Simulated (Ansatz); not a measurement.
`C[CH2][Sn][CH3]` + `C1OC[SiH2]1` → `CC1OC[SiH2]1` + `[CH3][Sn][CH3]`  (formal exchange of groups at a C–C bond)

Program: Ansatz. Geometries: PBE0-D4/def2-TZVP. ΔE: electronic, gas phase. CBS: MP2 limit from def2 TZ/QZ plus the TZ coupled-cluster correction, frozen cores. Functionals use def2-TZVPP. B3LYP here is the variant with VWN-RPA as its local correlation; programs differ in this. def2 core potentials past Kr. For Sn outer-core shells are correlated without core-valence functions, which leaves a few kJ/mol of doubt a bond. One conformer a species, not always the lowest.

```json
{"level": "PBE-D4", "ΔE (kJ/mol)": "-27.2", "difference from CCSD(T)/CBS": "-0.6"}
{"level": "PBE0-D4", "ΔE (kJ/mol)": "-27.0", "difference from CCSD(T)/CBS": "-0.4"}
{"level": "B3LYP-D4", "ΔE (kJ/mol)": "-26.8", "difference from CCSD(T)/CBS": "-0.2"}
{"level": "B2PLYP", "ΔE (kJ/mol)": "-27.9", "difference from CCSD(T)/CBS": "-1.3"}
{"level": "MP2/def2-TZVPP", "ΔE (kJ/mol)": "-27.2", "difference from CCSD(T)/CBS": "-0.6"}
{"level": "CCSD/def2-TZVPP", "ΔE (kJ/mol)": "-26.6", "difference from CCSD(T)/CBS": "0.0"}
{"level": "CCSD(T)/def2-TZVPP", "ΔE (kJ/mol)": "-26.8", "difference from CCSD(T)/CBS": "-0.2"}
{"level": "MP2/def2-QZVPP", "ΔE (kJ/mol)": "-27.1", "difference from CCSD(T)/CBS": "-0.5"}
{"level": "SCS-MP2/def2-QZVPP", "ΔE (kJ/mol)": "-26.3", "difference from CCSD(T)/CBS": "0.3"}
{"level": "MP2/CBS(def2)", "ΔE (kJ/mol)": "-27.0", "difference from CCSD(T)/CBS": "-0.4"}
{"level": "CCSD(T)/CBS", "ΔE (kJ/mol)": "-26.6", "difference from CCSD(T)/CBS": "0"}
```

Largest T1 diagnostic among the species: 0.013.
